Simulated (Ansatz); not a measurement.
Ansatz (a program for electronic structure) input (CCSD(T)/aug-cc-pV(D+d)Z):
A basis named .json is the Basis Set Exchange file of that set.

Ansatz 0.2 input:
```yaml
crystal:
  periodic: [false, false, false]
  atoms:
    - {symbol: Si, position_ang: [0.02198001, 0.00626570, 0.50136256]}
    - {symbol: Cl, position_ang: [1.70380184, -0.88069120, -0.24017848]}
    - {symbol: Cl, position_ang: [-1.62279584, -1.04607026, -0.09227183]}
    - {symbol: Cl, position_ang: [-0.10417001, 1.92015824, -0.19591919]}
    - {symbol: H, position_ang: [0.08606800, 0.02453486, 1.96320569]}
basis:
  gaussian:
    orbitals: aug-cc-pV_D+d_Z.json
magnetization: {spin_polarized: false}
correlation: {method: ccsd_t, electrons: outside_noble_gas}
output: {forces: true}
```

End of the output:

```
integrals: 0.32 GiB planned
1331 factors; integrals over basis functions are off by at most 9.0e-4 eV
0.80 GiB of device memory are held for the factors and their scratch space
mean field: 0.86 GiB planned
mean field evaluation 1: about -45392.7516 eV, gradient 1.8e1 eV
mean field evaluation 2: about -45392.8807 eV, gradient 1.9e1 eV
mean field evaluation 4: about -45394.0593 eV, gradient 2.0e0 eV
mean field evaluation 8: about -45394.0825 eV, gradient 1.1e-1 eV
mean field evaluation 16: about -45393.6454 eV, gradient 9.3e0 eV
mean field -45394.08260678 eV, -1668.2017665849 hartree, gradient 2.6e-6 eV, S^2 0.000000; 0 other end points of the search recorded, 0 dependent functions left out
20 core orbitals not correlated
reference -45394.08260678 eV, -1668.2017665849 hartree; 13, 13 occupied and 104, 104 virtual orbitals, 1331 factors
densities: 3.46 GiB planned
second order -14.82110330 eV of doubles, -0.00000000 eV of singles
coupled cluster: 1.28 GiB planned
cycle   1  -15.69307262 eV  change   -8.7e-1 eV  update   7.9e-2
cycle   2  -16.00509972 eV  change   -3.1e-1 eV  update   2.2e-2
cycle   3  -16.06012023 eV  change   -5.5e-2 eV  update   9.6e-3
cycle   4  -16.05752000 eV  change    2.6e-3 eV  update   2.0e-3
cycle   5  -16.05636449 eV  change    1.2e-3 eV  update   6.8e-4
cycle   6  -16.05617953 eV  change    1.8e-4 eV  update   2.1e-4
cycle   7  -16.05619640 eV  change   -1.7e-5 eV  update   6.6e-5
cycle   8  -16.05621386 eV  change   -1.7e-5 eV  update   1.9e-5
cycle   9  -16.05621315 eV  change    7.2e-7 eV  update   5.7e-6
perturbative correction -0.51014555 eV, -0.0187475032 hartree
the calculation of the forces begins
0.80 GiB of device memory are held for the factors and their scratch space
Total energy: -45410.64896548 eV, -1668.8105690379 hartree
Atom 0 at     0.021980     0.006266     0.501363 Å, force     0.009486     0.002704     0.216376 eV/Å
Atom 1 at     1.703802    -0.880691    -0.240178 Å, force     0.314232    -0.165121    -0.121417 eV/Å
Atom 2 at    -1.622796    -1.046070    -0.092272 Å, force    -0.305853    -0.195947    -0.093847 eV/Å
Atom 3 at    -0.104170     1.920158    -0.195919 Å, force    -0.022778     0.356963    -0.113167 eV/Å
Atom 4 at     0.086068     0.024535     1.963206 Å, force     0.004913     0.001400     0.112056 eV/Å
Dipole moment:     0.007560     0.002155     0.172432 e Å
```
